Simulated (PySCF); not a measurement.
What a proton shuttle does

BHF₂ ([F][BH][F]) + H₂O → BHOF₂ ([OH][B]([F])[F]) + H₂ (links in brackets), a four-centre ligand exchange, has a barrier of 30.18 kcal/mol above its start structure and a step energy of -18.66 kcal/mol. One HF is now added to the ring of the saddle, taking the hydrogen and handing on one of its own. Gas-phase electronic energies, without zero-point energy, by CCSD(T) at an estimated basis limit (MP2 extrapolated from triple and quadruple zeta, plus CCSD(T) − MP2 in triple zeta); PySCF 2.14 with density fitting (its default auxiliary sets; JK sets also for MP2 and CCSD(T)), def2-TZVPP and QZVPP, frozen cores, on PBE0-D4/def2-TZVP structures. Extrapolation: Hartree–Fock as exp(−7.88 √X), correlation as X^−2.97. Each barrier counts from its own start structure, which holds all the molecules, is reached by relaxing down from the saddle and may not be the deepest complex; no counterpoise correction.

(1) What are the barrier and the step energy with the shuttle? (To be estimated.)

The T1 diagnostic stays at or below 0.014.

For scale, one of the runs: CCSD(T)/def2-TZVPP, 211 basis functions, launched by `OMP_NUM_THREADS=4 python run.py`. Hardware: 4 CPU threads of an Intel Xeon, shared host. Wall time 22 min; peak host memory 4.2 GiB.

Answers

(1) The calculation gives: Barrier 19.08 kcal/mol, 11.11 kcal/mol lower than without; step energy -18.30 kcal/mol, both from the start structure. Counted from all the molecules apart, the saddle lies at 6.38 kcal/mol with the shuttle and at 23.61 kcal/mol without; the start well goes from -6.57 to -12.69 kcal/mol. At the saddle the angle at each passing proton is O–H···H 134° without the shuttle, against O–H···F 155° and F–H···H 168° with it. Bringing in the extra molecule costs entropy, which these electronic energies leave out.
